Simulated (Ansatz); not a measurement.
Consider the redistribution: `N[SiH]([SeH])Br` + `N[SiH2][SiH2][SiH3]` → `N[SiH2][SiH2][SeH]` + `N[SiH]([SiH3])Br`.

Isolated molecules relaxed with PBE0-D4/def2-TZVP in Ansatz; ΔE leaves out vibrations. CCSD(T)/CBS is the MP2 limit (def2-TZVPP, def2-QZVPP) plus CCSD(T) − MP2 in def2-TZVPP, frozen cores. For Br, Se outer-core shells are correlated without core-valence functions, which leaves a few kJ/mol of doubt a bond. Scalar relativity is left out up to krypton. Each species was taken in one conformer, which may not be the lowest.

```
              species  CCSD(T)/CBS(def2) energy (Eh)
    `N[SiH]([SeH])Br`                    -5320.32482
`N[SiH2][SiH2][SiH3]`                     -927.36617
 `N[SiH2][SiH2][SeH]`                    -3037.82423
   `N[SiH]([SiH3])Br`                    -3209.86330
```

(1) Work out ΔE.

Largest T1 diagnostic among the species: 0.012.

## Answers

(1) ΔE = (-3037.82423) + (-3209.86330) − (-5320.32482) − (-927.36617) = 0.00346 Eh = +2.2 kcal/mol.

In def2-TZVPP, CCSD(T) changes the Hartree–Fock value by +0.9 kcal/mol (the triples alone add +0.1 kcal/mol) and MP2 by +1.1 kcal/mol.
